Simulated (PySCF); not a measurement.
Species: C2H4BCl3.
SMILES with atom numbers: `[Cl:1][CH2:2][CH2:3][B:4]([Cl:5])[Cl:6]` (hydrogens: H7, H8 on C2; H9, H10 on C3)

Torsions of this conformer, `[Cl:1][CH2:2][CH2:3][B:4]([Cl:5])[Cl:6]`: Cl1–C2–C3–B4 179°, C2–C3–B4–Cl5 -177°.

The closed-shell ground state was solved at several levels (PySCF, density fitting, gas phase, non-relativistic). Isolated species at its PBE0-D3(BJ)/def2-SVP geometry (one conformer only).

| level | basis functions | total energy (Eh) | HOMO (eV) | LUMO (eV) | gap (eV) | dipole (D) |
| --- | --- | --- | --- | --- | --- | --- |
| PBE0/6-31+G* | 128 | -1483.5286 | -8.57 | -1.60 | 6.97 | 0.78 |
| BP86/pcSseg-2 | 293 | -1484.4018 | -7.24 | -2.63 | 4.61 | 0.80 |
| PBE0/def2-TZVPD | 285 | -1483.6617 | -8.54 | -1.63 | 6.91 | 0.80 |
| PBE0/cc-pVTZ | 248 | -1483.6787 | -8.49 | -1.53 | 6.96 | 0.78 |
| PBE0/6-311+G(2d,p) | 210 | -1483.6500 | -8.54 | -1.64 | 6.90 | 0.81 |
| B97-D/pcSseg-2 | 293 | -1484.2637 | -7.13 | -2.35 | 4.78 | 0.78 |

Task: What might KT3/pcSseg-2 (293 basis functions) give for the same quantities?

Result: Total energy -1495.2707 Eh, HOMO -7.27 eV, LUMO -2.48 eV, gap 4.79 eV, dipole 0.78 D.

Task: How much does the basis alone move the frontier levels among the 4 PBE0 rows?

Result: The HOMO by 0.08 eV and the LUMO by 0.11 eV. By rising basis size (HOMO, LUMO in eV): 6-31+G* -8.57, -1.60; 6-311+G(2d,p) -8.54, -1.64; cc-pVTZ -8.49, -1.53; def2-TZVPD -8.54, -1.63.

Task: How far do the dipole and the HOMO energy spread over the levels?

Result: The dipole runs from 0.78 to 0.81 D (mean 0.79 D) and the HOMO from -8.57 to -7.13 eV.

B97-D is run here without its empirical dispersion term; that term would change no orbital, density or response property at a fixed geometry.
